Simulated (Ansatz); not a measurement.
Species: sum formula H₅BSiO₃ (charge 0, singlet). 
Structure (B3LYP-D3(BJ)/def2-TZVP (Ansatz, a quantum-chemistry and plane-wave program) minimum search):
SMILES: O([SiH3])B(O)O
```xyz
10

O     -0.9525     0.5204     1.2832
B     -0.8436    -0.3860     0.2505
O     -1.7688    -1.3534    -0.0438
O      0.2609    -0.3214    -0.5386
Si     1.5870     0.6615    -0.5390
H     -1.7397     0.4585     1.8291
H     -2.5412    -1.3823     0.5251
H      1.1905     2.0735    -0.7389
H      2.4408     0.2216    -1.6614
H      2.3325     0.5333     0.7334
```
Charge 0, spin multiplicity 1.

Atomisation energy built up term by term with Ansatz (kcal/mol; UHF references for open shells; valence terms freeze the core; atomic spin-orbit terms are left out). Basis-set limits of correlation are two-point, X^-3; Hartree-Fock from the larger set.

```csv
term,basis,kcal/mol
Hartree-Fock,aug-cc-pV(Q+d)Z,709.22
CCSD correlation,"CBS(aug-cc-pV(T+d)Z,aug-cc-pV(Q+d)Z)",238.96
(T),"CBS(aug-cc-pV(T+d)Z,aug-cc-pV(Q+d)Z)",14.90
core correlation,cc-pwCVTZ,2.38
scalar relativity (X2C),cc-pVTZ-DK against cc-pVTZ,-1.70
sum: De,,963.8
```

(T) makes 1.5 % of the CCSD(T) atomisation energy; under 5 % is typical of single-reference molecules.
